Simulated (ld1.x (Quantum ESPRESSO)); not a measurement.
**tungsten ultrasoft: all-electron and pseudo phase curves**

ld1.x (Quantum ESPRESSO) 7.5 input, shortened:

```
&input
   title='W', zed=74., rel=2, dft='REVPBE', iswitch=3,
   config='[Xe] 4f14 5d4 6s1 6p0', rel_dist='average'
 /
 &inputp
   pseudotype=3, tm=.true., lloc=-2, rcloc=1.00,
   nlcc=.true., rcore=0.40,
   which_augfun='PSQ', rmatch_augfun=0.55
 /
8
5S  1  0   2.00   0.00  1.35  1.80  0.0
6S  2  0   1.00   0.00  1.35  1.80  0.0
5P  2  1   6.00   0.00  1.65  1.85  0.0
6P  3  1   0.00   0.00  1.65  1.85  0.0
5D  3  2   4.00   0.00  1.35  1.70  0.0
5D  3  2   0.00  -0.55  1.35  1.70  0.0
4F  4  3  14.00   0.00  0.50  0.60  0.0
4F  4  3   0.00  -2.55  0.50  0.60  0.0
 &test
   configts(1)='4f14 5s2 5p6 5d4 6s1 6p0'
 /
```

Open shells are filled in proportion to 2j + 1 (rel_dist='average').

The phase is arctan(r·u′/u) with u = r·R(r), unwrapped; energies in Ry, scanned from -8 to 5 Ry. A pole is an energy at which the radial function vanishes at the test radius. The pseudo phase is shifted by a multiple of π to meet the all-electron one at the reference energy, and phase errors are pseudo minus all-electron; the curves can meet again beyond the range given. Levels narrower than the energy grid can be missing from the lists of poles. Where the grid stepped over a known ghost or core level, its pole and its step of π were put in at the level’s energy.

Task: For each channel, where are the poles, and over which energies does the pseudopotential scatter like the atom?

Result:

| channel | radius (bohr) | reference energy (Ry) | poles, all-electron | poles, pseudo | unbroken range about the reference energy with phases within 0.05 rad | phase error 1 Ry above the reference energy (rad) |
| --- | --- | --- | --- | --- | --- | --- |
| s | 1.99 | -0.89 | -6.04 | -6.04, -1.00 | above -1.0 | +0.003 |
| p1/2 | 1.99 | -0.54 | -3.71 | -3.71 | the whole range | -0.001 |
| p3/2 | 1.99 | -0.48 | -2.74 | -2.74 | the whole range | +0.000 |
| d3/2 | 1.99 | -0.89 | 1.08 | 1.08 | the whole range | -0.000 |
| d5/2 | 1.99 | -0.83 | 1.27 | 1.27 | the whole range | -0.000 |
| f5/2 | 1.99 | -3.07 | -3.03 | -3.03 | the whole range | +0.000 |
| f7/2 | 1.99 | -2.91 | -2.86 | -2.86 | the whole range | +0.000 |

Note: ghost state, extra bound levels that the all-electron valence spectrum of the same l lacks: s at -13.6 eV (p1/2 not tested). A true bound ghost makes a file unfit for plane-wave use. Its overlap operator is not positive definite in a basis up to 400 Ry (lowest eigenvalue p1/2 -0.05), so the file is unfit for use: the generalised eigenproblem breaks down once the basis is large enough, and its test numbers describe a broken file.

Phases in the s channel:

```json
{"E (Ry)": "-8.00", "all-electron": "1.299", "pseudo": "4.441"}
{"E (Ry)": "-7.76", "all-electron": "1.278", "pseudo": "4.420"}
{"E (Ry)": "-7.52", "all-electron": "1.249", "pseudo": "4.390"}
{"E (Ry)": "-7.28", "all-electron": "1.200", "pseudo": "4.342"}
{"E (Ry)": "-7.04", "all-electron": "1.106", "pseudo": "4.248"}
{"E (Ry)": "-6.80", "all-electron": "0.838", "pseudo": "3.980"}
{"E (Ry)": "-6.56", "all-electron": "-0.470", "pseudo": "2.672"}
{"E (Ry)": "-6.32", "all-electron": "-1.364", "pseudo": "1.778"}
{"E (Ry)": "-6.08", "all-electron": "-1.555", "pseudo": "1.587"}
{"E (Ry)": "-5.84", "all-electron": "-1.633", "pseudo": "1.509"}
{"E (Ry)": "-5.60", "all-electron": "-1.676", "pseudo": "1.465"}
{"E (Ry)": "-5.36", "all-electron": "-1.706", "pseudo": "1.436"}
{"E (Ry)": "-5.12", "all-electron": "-1.728", "pseudo": "1.414"}
{"E (Ry)": "-4.88", "all-electron": "-1.746", "pseudo": "1.395"}
{"E (Ry)": "-4.64", "all-electron": "-1.762", "pseudo": "1.379"}
{"E (Ry)": "-4.40", "all-electron": "-1.777", "pseudo": "1.365"}
{"E (Ry)": "-4.16", "all-electron": "-1.791", "pseudo": "1.351"}
{"E (Ry)": "-3.92", "all-electron": "-1.805", "pseudo": "1.337"}
{"E (Ry)": "-3.68", "all-electron": "-1.819", "pseudo": "1.323"}
{"E (Ry)": "-3.44", "all-electron": "-1.833", "pseudo": "1.308"}
{"E (Ry)": "-3.20", "all-electron": "-1.849", "pseudo": "1.293"}
{"E (Ry)": "-2.96", "all-electron": "-1.865", "pseudo": "1.276"}
{"E (Ry)": "-2.72", "all-electron": "-1.883", "pseudo": "1.258"}
{"E (Ry)": "-2.48", "all-electron": "-1.903", "pseudo": "1.238"}
{"E (Ry)": "-2.24", "all-electron": "-1.926", "pseudo": "1.216"}
{"E (Ry)": "-2.00", "all-electron": "-1.951", "pseudo": "1.190"}
{"E (Ry)": "-1.76", "all-electron": "-1.980", "pseudo": "1.161"}
{"E (Ry)": "-1.52", "all-electron": "-2.014", "pseudo": "1.127"}
{"E (Ry)": "-1.28", "all-electron": "-2.055", "pseudo": "1.087"}
{"E (Ry)": "-1.04", "all-electron": "-2.104", "pseudo": "1.037"}
{"E (Ry)": "-0.80", "all-electron": "-2.164", "pseudo": "-2.164"}
{"E (Ry)": "-0.56", "all-electron": "-2.240", "pseudo": "-2.240"}
{"E (Ry)": "-0.32", "all-electron": "-2.337", "pseudo": "-2.336"}
{"E (Ry)": "-0.08", "all-electron": "-2.463", "pseudo": "-2.461"}
{"E (Ry)": "0.16", "all-electron": "-2.628", "pseudo": "-2.625"}
{"E (Ry)": "0.40", "all-electron": "-2.839", "pseudo": "-2.834"}
{"E (Ry)": "0.64", "all-electron": "-3.094", "pseudo": "-3.086"}
{"E (Ry)": "0.88", "all-electron": "-3.367", "pseudo": "-3.357"}
{"E (Ry)": "1.12", "all-electron": "-3.623", "pseudo": "-3.611"}
{"E (Ry)": "1.36", "all-electron": "-3.835", "pseudo": "-3.824"}
{"E (Ry)": "1.60", "all-electron": "-4.001", "pseudo": "-3.991"}
{"E (Ry)": "1.84", "all-electron": "-4.128", "pseudo": "-4.118"}
{"E (Ry)": "2.08", "all-electron": "-4.225", "pseudo": "-4.216"}
{"E (Ry)": "2.32", "all-electron": "-4.301", "pseudo": "-4.293"}
{"E (Ry)": "2.56", "all-electron": "-4.362", "pseudo": "-4.354"}
{"E (Ry)": "2.80", "all-electron": "-4.411", "pseudo": "-4.403"}
{"E (Ry)": "3.04", "all-electron": "-4.451", "pseudo": "-4.444"}
{"E (Ry)": "3.28", "all-electron": "-4.485", "pseudo": "-4.478"}
{"E (Ry)": "3.52", "all-electron": "-4.514", "pseudo": "-4.507"}
{"E (Ry)": "3.76", "all-electron": "-4.539", "pseudo": "-4.532"}
{"E (Ry)": "4.00", "all-electron": "-4.561", "pseudo": "-4.554"}
{"E (Ry)": "4.24", "all-electron": "-4.580", "pseudo": "-4.573"}
{"E (Ry)": "4.48", "all-electron": "-4.597", "pseudo": "-4.590"}
{"E (Ry)": "4.72", "all-electron": "-4.612", "pseudo": "-4.606"}
{"E (Ry)": "4.96", "all-electron": "-4.626", "pseudo": "-4.619"}
```
